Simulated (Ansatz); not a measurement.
BCl2(OMe) (CH₃BCl₂O): single points at one geometry.

```yaml
crystal:
  periodic: [false, false, false]
  atoms:
    - {symbol: B, position_ang: [0.320090, 1.062156, 0.695764]}
    - {symbol: Cl, position_ang: [2.053981, 0.677631, 0.623315]}
    - {symbol: Cl, position_ang: [-0.200661, 2.511763, 1.556575]}
    - {symbol: O, position_ang: [-0.610120, 0.299092, 0.124093]}
    - {symbol: C, position_ang: [-0.415781, -0.901259, -0.606007]}
    - {symbol: H, position_ang: [-0.915941, -0.799728, -1.580515]}
    - {symbol: H, position_ang: [-0.883152, -1.731090, -0.054224]}
    - {symbol: H, position_ang: [0.651575, -1.118566, -0.759011]}
basis:
  gaussian: {orbitals: def2-TZVP, initial_orbitals: start.molden}
hamiltonian: {xc: {name: PBE-QIDH}}
scf: {omitted_lower_state_checks: [starts]}
```

The file start.molden holds the orbitals of an earlier run on this structure, at another level or in another basis.

```sh
$ ansatz run in.yaml --threads 4 --pin off --events-out ev --progress --plain --max-ram 3916MiB
```

Output, abridged:

```
Functional definition: PBE-QIDH
1185 factors; integrals over basis functions are off by at most 1.3e-3 eV
mean field evaluation 1: about -28833.0685 eV, gradient 2.3e1 eV
mean field evaluation 2: about -28833.3701 eV, gradient 4.4e-1 eV
mean field evaluation 4: about -28833.5845 eV, gradient 3.6e-3 eV
mean field evaluation 8: about -28833.5845 eV, gradient 8.8e-7 eV
mean field -28833.58454391 eV, -1059.6146878830 hartree, gradient 1.8e-6 eV, S^2 0.000000; 0 other end points of the search recorded, 0 dependent functions left out
13 core orbitals not correlated: weight in the atoms' cores, before any rotation towards them, 1.000 or more for the frozen orbitals, at most 0.000 for the correlated occupied ones
reference -28833.58455539 eV, -1059.6146883049 hartree; 15, 15 occupied and 157, 157 virtual orbitals, 1185 factors
second order -26.58712924 eV of doubles, -0.00000000 eV of singles
Total energy: -28842.44693180 eV, -1059.9403746309 hartree
Checks for a lower state left out: starts
```

Run time 5 s (4 threads of Arm Neoverse V1 on a shared host).

The first input with `gaussian: {orbitals: def2-TZVPP, initial_orbitals: start.molden}`, `correlation: {method: ccsd_t}`, `output: {orbitals: {seedname: orbitals}}` and without the key `hamiltonian` (abridged; 98 s):

```
Functional definition: HF
mean field -28799.83722237 eV, -1058.3744966911 hartree, gradient 4.4e-6 eV, S^2 0.000000
13 core orbitals not correlated: weight in the atoms' cores, before any rotation towards them, 1.000 or more for the frozen orbitals, at most 0.000 for the correlated occupied ones
second order -23.96450300 eV of doubles, -0.00000000 eV of singles
cycle   1  -24.54280143 eV  change   -5.8e-1 eV  update   1.0e-1
cycle   2  -25.07737985 eV  change   -5.3e-1 eV  update   2.9e-2
cycle   3  -25.20235059 eV  change   -1.2e-1 eV  update   1.6e-2
cycle   4  -25.19011613 eV  change    1.2e-2 eV  update   3.9e-3
cycle   5  -25.18847705 eV  change    1.6e-3 eV  update   1.8e-3
cycle   6  -25.18913468 eV  change   -6.6e-4 eV  update   5.4e-4
cycle   7  -25.18883620 eV  change    3.0e-4 eV  update   2.0e-4
cycle   8  -25.18883778 eV  change   -1.6e-6 eV  update   5.8e-5
cycle   9  -25.18885815 eV  change   -2.0e-5 eV  update   2.2e-5
perturbative correction -1.05839429 eV, -0.0388952728 hartree
Total energy: -28826.08447481 eV, -1059.3390654275 hartree
Checks for a lower state left out: starts
```

As the first input, with `hamiltonian: {xc: pbe}`, `correlation: {method: rpa}` (abridged; 4.2 s):

```
Functional definition: PBE
mean field -28845.30880185 eV, -1060.0455464154 hartree, gradient 2.3e-6 eV, S^2 0.000000
13 core orbitals not correlated: weight in the atoms' cores, before any rotation towards them, 1.000 or more for the frozen orbitals, at most 0.000 for the correlated occupied ones
Total energy: -28836.33708052 eV, -1059.7158417377 hartree
Checks for a lower state left out: starts
```

First input, but with `gaussian: {orbitals: def2-TZVPD, initial_orbitals: start.molden}`, `hamiltonian: {xc: pbe0, dispersion: d4}`, `output: {orbitals: {seedname: orbitals}}` (abridged; 4.9 s):

```
Functional definition: PBE0
mean field -28847.65591870 eV, -1060.1318013688 hartree, gradient 1.3e-5 eV, S^2 0.000000
Total energy: -28847.81392230 eV, -1060.1376078940 hartree
Checks for a lower state left out: starts
```

The first input with `hamiltonian: {xc: {name: wB97M-V}}`, `output: {orbitals: {seedname: orbitals}}` (abridged; 7.5 s):

```
Functional definition: wB97M-V
mean field -28857.67208701 eV, -1060.4998887648 hartree, gradient 1.3e-5 eV, S^2 0.000000
Total energy: -28857.67213248 eV, -1060.4998904359 hartree
Checks for a lower state left out: starts
```

First input, but with `hamiltonian: {xc: {name: LC-wPBE, parameters: {omega: 0.3/bohr}}}`, `output: {orbitals: {seedname: orbitals}}` (abridged; 3.1 s):

```
Functional definition: LC-wPBE
mean field -28849.92705031 eV, -1060.2152639160 hartree, gradient 1.4e-5 eV, S^2 0.000000
Total energy: -28849.92705032 eV, -1060.2152639164 hartree
Checks for a lower state left out: starts
```

First input, but with `hamiltonian: {xc: r2scan, dispersion: d4}`, `output: {orbitals: {seedname: orbitals}}` (abridged; 3.7 s):

```
Functional definition: r2SCAN
mean field -28856.55697983 eV, -1060.4589093320 hartree, gradient 1.5e-5 eV, S^2 0.000000
Total energy: -28856.60231115 eV, -1060.4605752273 hartree
Checks for a lower state left out: starts
```

Geometry: B3LYP-D4/def2-SVP.

Correlated methods freeze 13 core orbitals.
